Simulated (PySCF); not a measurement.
## Ho: ionisation energy

Ho [Xe] 4f11 6s2 (high-spin determinant) → Ho⁺ [Xe] 4f11 6s1 (high-spin determinant), as a difference of total energies. Calculation: PySCF 2.14, in cc-pVTZ-X2C (10s9p7d5f3g1h, 145 functions); scalar relativity by spin-free X2C-1e. Correlated levels: valence: [Kr] 4d10 frozen; valence and next inner shell: [Ar] 3d10 frozen. The calculations carry no spin-orbit coupling.

```
                                method  ionisation energy (eV)
                                   UHF                   4.931
                                   LDA                   6.262
                                   PBE                   6.050
                                  PBE0                   5.902
                                r2SCAN                   5.800
                         MP2 (valence)                   5.969
                     SCS-MP2 (valence)                   5.986
    MP2 (valence and next inner shell)                   5.990
SCS-MP2 (valence and next inner shell)                   5.995
```

How much does correlation contribute at MP2 (valence and next inner shell)?

5.990 − (4.931) = 1.059 eV, measured against UHF.

The determinant of Ho and of Ho⁺ mixes LS terms, which raises its energy above the lowest term, most at the Hartree-Fock and MP2 levels.

For comparison: 6.021 eV (measured; NIST Atomic Spectra Database, ionization energies).
